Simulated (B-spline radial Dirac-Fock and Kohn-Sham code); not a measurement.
# Dy⁺: non-radiative channels of the 3p3/2 vacancy

System: dysprosium as Dy⁺, configuration [Xe] 4f10 6s1, inside a Watson sphere of charge -1 and radius 2.4 Å (a model of the Madelung potential; inside it an electron's potential energy is raised by 6.0 eV).

Method: one-electron (LDA, Dirac) transition rates at Dirac-Fock energies. Computed with a B-spline atomic structure program. Kinetic energies are configuration averages from the vacuum level; the two-hole energies are estimated from single-hole states.

| transition | kinetic energy (eV) | width (meV) | share (%) |
| --- | --- | --- | --- |
| M3-M5N2 | 14.34 | 953 | 10.2 |
| M3-M4N3 | 16.84 | 691 | 7.4 |
| M3-M5N3 | 52.66 | 1590 | 17.1 |
| M3-M5N4 | 187.8 | 492 | 5.3 |
| M3-M5N5 | 195.4 | 724 | 7.8 |
| M3-M4N7 | 320.8 | 193 | 2.1 |
| M3-M5O3 | 340.2 | 174 | 1.9 |
| M3-M5N6 | 355.2 | 1280 | 13.8 |
| M3-M5N7 | 356.6 | 1530 | 16.5 |
| M3-N3N5 | 1192.5 | 182 | 2.0 |

Coster-Kronig rates are the weakest part of this model and often come out 1.5 to 2.5 times too large. The listed channels hold 84 % of the non-radiative rate. Summed by principal shells, of 9.30 eV in all: MMN 83.8 %, MNN 9.2 %, MMO 5.8 %, MNO 1.1 %.
